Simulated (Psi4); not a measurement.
Cl₂CrO₂ (SMILES [O]=[Cr](=[O])([Cl])[Cl]), singlet, geometry from GFN2-xTB (such geometries of metal compounds can be far from the true shape); B3LYP/6-31G (Psi4).

Here is a job for Psi4.
```
memory 2 GB

molecule {
0 1
  Cr    0.36161990   -0.06306063    0.11655214
  O     1.44045237   -0.59234025   -0.86408389
  O     0.79045337    0.20330658    1.58311746
  Cl   -0.38616068    1.66825371   -0.64495912
  Cl   -1.17419951   -1.39615227    0.14204619
}

set basis 6-31g

energy('b3lyp')
print_variables()
```

The log (banner, timings and long lists left out):

```
   => Loading Basis Set <=

    Name: 6-31G
    Role: ORBITAL
    Keyword: BASIS

         ---------------------------------------------------------
                                   SCF
               by Justin Turney, Rob Parrish, Andy Simmonett
                          and Daniel G. A. Smith
                              RKS Reference
         ---------------------------------------------------------

  ==> Geometry <==

    Molecular point group: c1
    Full point group: C1

    Geometry (in Angstrom), charge = 0, multiplicity = 1:

       Center              X                  Y                   Z               Mass
    ------------   -----------------  -----------------  -----------------  -----------------
         CR           0.362257706980    -0.063171853804     0.116757708657    51.940506230000
         O            1.441090176980    -0.592451473804    -0.863878321343    15.994914619570
         O            0.791091176980     0.203195356196     1.583323028657    15.994914619570
         CL          -0.385522873020     1.668142486196    -0.644753551343    34.968852682000
         CL          -1.173561703020    -1.396263493804     0.142251758657    34.968852682000

  Running in c1 symmetry.

  Rotational constants: A =      0.10705  B =      0.06960  C =      0.05873 [cm^-1]
  Rotational constants: A =   3209.25240  B =   2086.50468  C =   1760.80979 [MHz]
  Nuclear repulsion =  501.758778035370256

  Charge       = 0
  Multiplicity = 1
  Electrons    = 74
  Nalpha       = 37
  Nbeta        = 37

  ==> Algorithm <==

  SCF Algorithm Type is DF.
  DIIS enabled.
  MOM disabled.
  Fractional occupation disabled.
  Guess Type is SAD.
  Energy threshold   = 1.00e-06
  Density threshold  = 1.00e-06
  Integral threshold = 1.00e-12

  ==> Primary Basis <==

  Basis Set: 6-31G
    Blend: 6-31G
    Number of shells: 35
    Number of basis functions: 73
    Number of Cartesian functions: 73
    Spherical Harmonics?: false
    Max angular momentum: 2

  ==> DFT Potential <==

   => LibXC <=

    Version 7.1.2
    S. Lehtola, C. Steigemann, M. J. T. Oliveira, and M. A. L. Marques,  SoftwareX 7, 1–5 (2018) (10.1016/j.softx.2017.11.002)

   => Composite Functional: B3LYP <=

    B3LYP Hyb-GGA Exchange-Correlation Functional

    P. J. Stephens, F. J. Devlin, C. F. Chabalowski, and M. J. Frisch,  J. Phys. Chem. 98, 11623 (1994) (10.1021/j100096a001)

    Deriv               =              1
    GGA                 =           TRUE
    Meta                =          FALSE

    Exchange Hybrid     =           TRUE
    MP2 Hybrid          =          FALSE

   => Exchange Functionals <=

    0.0800   Slater exchange
    0.7200         Becke 88

   => Exact (HF) Exchange <=

    0.2000               HF

   => Correlation Functionals <=

    0.1900   Vosko, Wilk & Nusair (VWN5_RPA)
    0.8100   Lee, Yang & Parr

   => LibXC Density Thresholds  <==

    XC_HYB_GGA_XC_B3LYP:  1.00E-15

   => Molecular Quadrature <=

    Radial Scheme          =       TREUTLER
    Pruning Scheme         =           NONE
    Nuclear Scheme         =       TREUTLER

    Blocking Scheme        =         OCTREE
    BS radius alpha        =              1
    Pruning alpha          =              1
    Radial Points          =             75
    Spherical Points       =            302
    Total Points           =         108640
    Total Blocks           =            921
    Max Points             =            256
    Max Functions          =             69
    Weights Tolerance      =       1.00E-15

   => Loading Basis Set <=

    Name: (6-31G AUX)
    Role: JKFIT
    Keyword: DF_BASIS_SCF

  ==> Integral Setup <==

  SCF_SUBTYPE=INCORE selected. In-core MEM_DF algorithm will be used.
  Using in-core AOs.

  ==> MemDFJK: Density-Fitted J/K Matrices <==

    J tasked:                   Yes
    K tasked:                   Yes
    wK tasked:                   No
    Algorithm:                 Core
    Schwarz Cutoff:           1E-12
[...]
    Number of Cartesian functions: 799
    Spherical Harmonics?: false
    Max angular momentum: 6

  Minimum eigenvalue in the overlap matrix is 2.6975637076E-03.
  Reciprocal condition number of the overlap matrix is 4.8616831527E-04.
    Using symmetric orthogonalization.

  ==> Pre-Iterations <==

  SCF Guess: Superposition of Atomic Densities via on-the-fly atomic UHF (no occupation information).

   -------------------------
    Irrep   Nso     Nmo
   -------------------------
     A         73      73
   -------------------------
    Total      73      73
   -------------------------

  ==> Iterations <==

                           Total Energy        Delta E     RMS |[F,P]|

   @DF-RKS iter SAD: -2114.62116989616334   -2.11462e+03   0.00000e+00
   @DF-RKS iter   1: -2110.92082364009093    3.70035e+00   4.86270e-02 DIIS/ADIIS
   @DF-RKS iter   2: -2077.20210048629269    3.37187e+01   8.77773e-02 DIIS/ADIIS
   @DF-RKS iter   3: -2111.61548365717135   -3.44134e+01   3.28844e-02 DIIS/ADIIS
   @DF-RKS iter   4: -2098.93914073521455    1.26763e+01   7.85779e-02 DIIS/ADIIS
   @DF-RKS iter   5: -2113.44517808092314   -1.45060e+01   3.36565e-02 DIIS/ADIIS
   @DF-RKS iter   6: -2113.60050282596831   -1.55325e-01   3.37544e-02 DIIS/ADIIS
   @DF-RKS iter   7: -2113.80759260003970   -2.07090e-01   3.15727e-02 DIIS/ADIIS
   @DF-RKS iter   8: -2115.23441077111420   -1.42682e+00   2.70948e-03 DIIS/ADIIS
   @DF-RKS iter   9: -2115.24624112171432   -1.18304e-02   5.74935e-04 DIIS/ADIIS
   @DF-RKS iter  10: -2115.24722484120275   -9.83719e-04   2.20804e-04 DIIS/ADIIS
   @DF-RKS iter  11: -2115.24730094585630   -7.61047e-05   5.46742e-05 DIIS
   @DF-RKS iter  12: -2115.24730215003547   -1.20418e-06   4.55290e-05 DIIS
   @DF-RKS iter  13: -2115.24730627485496   -4.12482e-06   3.85462e-06 DIIS
   @DF-RKS iter  14: -2115.24730630244130   -2.75863e-08   4.16186e-06 DIIS
   @DF-RKS iter  15: -2115.24730633272793   -3.02866e-08   4.74098e-07 DIIS
  Energy and wave function converged.

  ==> Post-Iterations <==

   Electrons on quadrature grid:
      Ntotal   =   73.9999942639 ; deviation = -5.736e-06

    Orbital Energies [Eh]
    ---------------------

    Doubly Occupied:

[...]
      37A     -0.356006

    Virtual:

[...]
    Final Occupation by Irrep:
              A
    DOCC [    37 ]
    NA   [    37 ]
    NB   [    37 ]

  @DF-RKS Final Energy: -2115.24730633272793

   => Energetics <=

    Nuclear Repulsion Energy =            501.7587780353702556
    One-Electron Energy =               -3910.0707749340499504
    Two-Electron Energy =                1391.5443063846305449
    DFT Exchange-Correlation Energy =     -98.4796158186785675
    Empirical Dispersion Energy =           0.0000000000000000
    VV10 Nonlocal Energy =                  0.0000000000000000
    Total Energy =                      -2115.2473063327279306

Computation Completed

Properties will be evaluated at   0.000000,   0.000000,   0.000000 [a0]

Properties computed using the SCF density matrix

 Multipole Moments:

 ------------------------------------------------------------------------------------
     Multipole            Electronic (a.u.)      Nuclear  (a.u.)        Total (a.u.)
 ------------------------------------------------------------------------------------

 L = 1.  Multiply by 2.5417464519 to convert [e a0] to [Debye]
 Dipole X            :         -0.3211041            0.0891913           -0.2319128
 Dipole Y            :          0.0559963           -0.0155535            0.0404428
 Dipole Z            :         -0.1034941            0.0287469           -0.0747472
 Magnitude           :                                                    0.2469946

 ------------------------------------------------------------------------------------

  Variable Map:
  ----------------------------------------------------------------------------
[...]
  Array Variable Map:
  ----------------------------------------------------------------------------
[...]
[...]
```
